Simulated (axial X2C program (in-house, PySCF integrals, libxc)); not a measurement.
# Curves of SbH⁺ by EOM-EA-CCSD

Calculated with an in-house all-electron X2C program for linear molecules (integrals from PySCF): two-component X2C with atomic mean-field Coulomb and Gaunt terms, Gaussian nuclei, basis Sb dyall-acv3z, H dyall-av3z with contracted cores.

Energies in eV from the lowest point of the lowest state; states are followed by energy order within each Ω. Reference: SbH²⁺, 14 electrons correlated in 92 virtual spinors with an MP2 remainder; levels at this size can be off by some tenths of an eV. Masses 120.904 and 1.008 u.

```csv
R (Å),(1)Ω=1/2,(1)Ω=3/2,(3)Ω=1/2
1.578,0.1372,0.5563,6.5584
1.646,0.0242,0.4449,6.1268
1.715,0.0000,0.4220,5.7828
1.792,0.0515,0.4749,5.4767
1.869,0.1636,0.5880,5.2361
1.972,0.3766,0.8017,4.9911
```

(1) Fit the curves (1)Ω=1/2, (1)Ω=3/2 near their minima.

For SbH²⁺ at CCSD, and between the minima:

Re = 1.728 Å, ωe = 1885.7 cm⁻¹; removing the electron costs 16.246 eV without zero-point terms.

No minimum in range: (3)Ω=1/2; the order of states may turn beyond it. T1 of the reference reaches 0.012 (Lee–Taylor). Curves followed by order can swap character. Number of frozen shells: Sb 4 s, 3 p, 1 d; H none. Roots with under 60 % one-particle weight at any point are counted in the labels but not shown, and the list ends where the roots sought for some Ω run out; states that need a further excitation are missing and may lie low or lowest. Curves with a minimum but no constants failed the fit check.

Results:

(1) At EOM-EA-CCSD from SbH²⁺ (the fit fixes ωe to about one per cent; ωe of higher roots by this method can be off by ten per cent):

```json
{"state": "(1)Ω=1/2", "Te (cm⁻¹)": "0", "Re (Å)": "1.703", "ωe (cm⁻¹)": "2008.9"}
{"state": "(1)Ω=3/2", "Te (cm⁻¹)": "3400", "Re (Å)": "1.701", "ωe (cm⁻¹)": "2012.0"}
```
